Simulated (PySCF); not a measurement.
Distorted geometries of [BiCl3]2+

[BiCl3]2+ (singlet). PySCF 2.14.0, RKS BP86, Bi def2-SVP with ECP60, Cl def2-SVP; non-relativistic Hamiltonian with scalar-relativistic core potentials where named; density fitting; no spin-orbit coupling. Relaxed geometry:

```xyz
4

Bi    0.0000    0.0000    0.0000
Cl    2.3961    0.0000    0.0000
Cl   -1.1980    2.0751    0.0000
Cl   -1.1980   -2.0750    0.0000
```

Question: Order these distorted geometries by energy above the relaxed one, lowest first.
A.
```xyz
4

Bi    0.1185   -0.0301   -0.0334
Cl    2.4099   -0.0525   -0.0909
Cl   -1.2688    2.0980    0.0331
Cl   -1.2596   -2.0155    0.0912
```
B.
```xyz
4

Bi   -0.0257    0.0393    0.0374
Cl    2.4429    0.0212    0.0083
Cl   -1.2242    2.0473   -0.0272
Cl   -1.1929   -2.1078   -0.0185
```
C.
```xyz
4

Bi   -0.0196    0.0002    0.2245
Cl    2.4654    0.1354   -0.0516
Cl   -1.2344    2.0623   -0.0028
Cl   -1.2115   -2.1979   -0.1701
```

Answer: B (0.07 eV), C (0.16 eV), A (0.21 eV).

Question: Which forces (eV/Å) act in the one that lies 0.21 eV up?

Answer: 
```
Bi  -2.75  0.89  0.09
Cl   1.72 -0.03 -0.05
Cl   0.78 -1.02 -0.03
Cl   0.25  0.16 -0.01
```
Forces carry noise of the integration grid, about 0.01 to 0.03 eV/Å.

The gap of the closed shell is small, and it wasn't tested for a lower spin-broken solution at this geometry.
